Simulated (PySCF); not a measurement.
# First hyperpolarisability: `CN(C)c1ccco1`, C6H9NO

Geometry (Å), atoms numbered from 1 in this order:
```xyz
17

C    -1.6360   -1.1791    0.0050
N    -0.9781   -0.0147    0.5505
C    -1.6845    1.2317    0.3514
C     0.3969    0.0190    0.4411
C     1.3117   -0.9759    0.2182
C     2.5858   -0.3586    0.3159
C     2.3604    0.9495    0.5849
O     1.0246    1.1925    0.6609
H    -1.1792   -2.0770    0.4155
H    -2.6834   -1.1546    0.3027
H    -1.5811   -1.2223   -1.0908
H    -1.1537    2.0286    0.8658
H    -1.7760    1.4940   -0.7107
H    -2.6832    1.1383    0.7774
H     1.1198   -2.0082    0.0148
H     3.5371   -0.8360    0.1966
H     3.0120    1.7847    0.7404
```

Level of theory: quadratic response wB97X-D/aug-cc-pVDZ first hyperpolarisability, Taylor convention, gas phase in PySCF 2.14.0. Geometry: GFN2-xTB.

Problem. What is the first hyperpolarisability, and how does it disperse?

Solution. In au, Taylor convention; the vector part is βᵢ = ⅓ Σⱼ (βᵢⱼⱼ + βⱼᵢⱼ + βⱼⱼᵢ); β∥ is 3/5 of the vector part along the dipole, the dipole points from − to +:
```
                   process  λ (nm)  β vector norm    β∥  β HRS  depolarisation ratio
           static β(0;0,0)       ∞          348.9  72.0  138.2                  5.89
second harmonic β(−2ω;ω,ω)    1550          390.7  78.5  155.4                  5.86
         Pockels β(−ω;ω,0)    1550          362.0  74.1      –                     –
second harmonic β(−2ω;ω,ω)    1064          448.6  86.0  179.4                  5.83
         Pockels β(−ω;ω,0)    1064          377.6  76.6      –                     –
second harmonic β(−2ω;ω,ω)   694.3          697.2  94.1  286.8                  5.60
         Pockels β(−ω;ω,0)   694.3          423.0  82.9      –                     –
```

Problem. Which lowest excitations, dipole and polarisabilities go with it?

Solution. S1 4.70 eV (f = 0.031); S2 5.23 eV (f = 0.132); S3 5.32 eV (f = 0.031); dipole 1.48 D; isotropic α 85.3 au static, 85.8 au at 1550 nm, 86.4 au at 1064 nm, 87.3 au at 775 nm, 87.9 au at 694.3 nm, 90.0 au at 532 nm, 99.4 au at 347.1 nm.
